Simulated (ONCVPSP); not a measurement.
# What one change does to a pseudopotential (tellurium, ONCV)

* Element: Te (Z = 52)
* Generator: ONCVPSP 4.0.1
* Type: optimised norm-conserving Vanderbilt (ONCV)
* Functional: PBEsol
* Relativity: scalar-relativistic
* Frozen core: [Kr] 4d10
* Valence charge: 6
* Reference configuration: 5s1.75 5p4.25
* Partial waves: 5s: rc 1.95 bohr, ncon 3, nbas 8, qcut 3.1 1/bohr, 2 projectors, debl 1.3 Ha; 5p: rc 2.15 bohr, ncon 4, nbas 8, qcut 3.1 1/bohr, 2 projectors, debl 1.3 Ha; d scattering state at 0.05 Ha: rc 1.95 bohr, ncon 3, nbas 7, qcut 4.5 1/bohr, 3 projectors, debl 0.7 Ha
* Local potential: polynomial inside 1.30 bohr (lpopt 5, dvloc0 6 Ha)
* Core correction: Teter function, fcfact 3, rcfact 1.4

Change: core correction Teter function, fcfact 3, rcfact 2.08.

Cutoffs: the cutoffs (Ha) at which the residual kinetic energy of the hardest occupied pseudo-wave falls to 1 and 0.1 mHa per electron; they do not see the model core or the augmentation charge, which bear on the density cutoff. Errors are all-electron minus pseudo energies relative to the spin-unpolarised reference configuration.

Task: How do hardness, ghosts and transferability respond?

Result: The potential gets neither clearly harder nor softer (26 Ha and 61 Ha → 26 Ha and 61 Ha); both files keep a bound ghost (d); of the 4 tests that both files solve, the error grows in 4 and shrinks in 0 by more than 15 % and 0.3 meV (median size 26.9 → 288.4 meV). A model core, the more so a compact one, raises the density cutoff, which this test does not measure.

| quantity | base | changed |
| --- | --- | --- |
| cutoff, loose | 26 Ha | 26 Ha |
| cutoff, tight | 61 Ha | 61 Ha |
| bound ghosts | d | d |
| GHOST(+) flags under 300 eV | s at 47.5 eV, p at 117.0 eV | s at 47.5 eV, p at 117.0 eV |
| error for 5s2 5p4, meV [ΔE -2.30 eV] | -1.6 | -2.1 |
| error for 5s2 5p3, meV [ΔE 7.45 eV] | -8.1 | -109 |
| error for 5s2 5p2, meV [ΔE 25.42 eV] | -46 | -468 |
| error for 5s2 5p1, meV [ΔE 52.38 eV] | -162 | -1178 |
| s: phases at 1.98 bohr within 0.05 rad from the reference energy up to (Ha; the scan ends near 5) | 1.7 | 1.7 |
| p: phases at 2.19 bohr within 0.05 rad from the reference energy up to (Ha; the scan ends near 5) | 3.0 | 3.0 |
| d: phases at 1.98 bohr within 0.05 rad from the reference energy up to (Ha; the scan ends near 5) | to the end of the scan | to the end of the scan |
| rms error of d²Exc/dni dnj with the model core, mHa | 0.41 | 6.30 |

 A true bound ghost makes a file unfit for plane-wave use even where its test errors are small: the radial tests pick states by their node count and pass the ghost by.
